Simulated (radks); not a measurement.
Question: These are the eigenvalues of the occupied orbitals of an atom or ion with whole-number occupations (Ry). All-electron calculation, scalar-relativistic Kohn-Sham, LDA (Slater exchange, Perdew-Wang correlation), spin-unpolarised, spherical densities, finite nucleus; Fermi nuclear charge, rms radius of each element as measured or else 0.836 A^(1/3) + 0.57 fm. Program: a radial shooting solver on a logarithmic mesh with Libxc functionals.

orbital  eigenvalue
1s        -1532.900
2s        -219.7812
2p        -196.9773
3s        -39.23091
3p        -31.74441
3d        -19.58598
4s         -6.59456
4p         -4.53759
4d         -1.67115

Which element is it, and in what charge state? The configuration may be excited.

Answer: Z = 43, technetium, charge +2: Tc2+ in [Kr] 4d5. The list shows which subshells hold electrons but not how many an open one holds; the 1s level, -766.45 hartree, gives Z - s = 39.2 by -(Z - s)^2/2, which with screening and relativity narrows Z to a few neighbours, and the depths of the outer levels then fix element, charge and occupations together.
